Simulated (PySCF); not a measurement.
Zn(SH) (HSZn), SMILES [SH][Zn] (connectivity only; charge and spin as stated), neutral, multiplicity 2.

Geometry optimised at B3LYP-D3(BJ)/def2-TZVP. The multiplicity is an assumed one; other spin states were not compared. The isomer is the one that the SMILES or the coordinates give; other isomers of the formula were not compared.

Two levels are set side by side: PBE/def2-TZVPD (PySCF) and r2SCAN/def2-TZVPD (PySCF). Same geometry, gas phase. Differences are taken from unrounded values.

| quantity | PBE |
|---|---|
| α-spin orbital gap (eV) | 3.38 |
| β-spin orbital gap (eV) | 1.85 |
| dipole moment (D) | 1.75 |
| mean polarisability (bohr³) | 62.4 |

Q: These are the PBE values. What does r2SCAN give? (Estimate from the structure and the level; the computed values follow.)

A: 
```csv
quantity,r2SCAN,PBE minus r2SCAN
α-spin orbital gap (eV),3.91,-0.52
β-spin orbital gap (eV),2.41,-0.57
dipole moment (D),1.95,-0.19
mean polarisability (bohr³),60.8,1.6
```

Rough cost on one machine, each run with all the roots and properties that it gave: r2SCAN against PBE within a factor of 2.
